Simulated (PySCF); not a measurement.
How methods differ on the ionisation energy of Mo³³⁺

Mo³³⁺ [He] 2s2 2p5 (2P) → Mo³⁴⁺ [He] 2s2 2p4 (3P), as a difference of total energies. Computed with PySCF 2.14 in an uncontracted even-tempered set (20 s from 11 bohr⁻², ratio 2.2; 12 p from 15 bohr⁻², ratio 2.2; 6 d from 64 bohr⁻², ratio 2.4; 5 f from 97 bohr⁻², ratio 2.4; 4 g from 150 bohr⁻², ratio 2.4), with the spin-free X2C one-electron Hamiltonian (Gaussian nucleus). Correlated levels: nothing frozen; virtual orbitals above 40 to 60 times the deepest correlated orbital energy dropped. The calculations carry no spin-orbit coupling.

```csv
method,ionisation energy (eV)
UHF,4459.5
LDA,4458.0
PBE,4459.7
PBE0,4460.2
r2SCAN,4462.5
M06-2X,4460.7
MP2 (all electrons),4461.2
```

Question: Estimate what SCS-MP2 (all electrons) gives.

Answer: 4461.2 eV, closest to MP2 (all electrons) among the rows shown.

Question: Estimate what BP86 gives.

Answer: 4461.0 eV, closest to MP2 (all electrons) among the rows shown.

Spin-orbit coupling is strong in these open shells (close to jj coupling). The scalar numbers leave it out and a first-order estimate fails, so it can dominate the gap to the real levels.

For this ion Breit and QED terms and the two-electron picture change, all absent here, outweigh the differences among the correlated methods.

For comparison: 4430 ± 7 eV (semi-empirical (NIST evaluation); NIST Atomic Spectra Database, ionization energies).
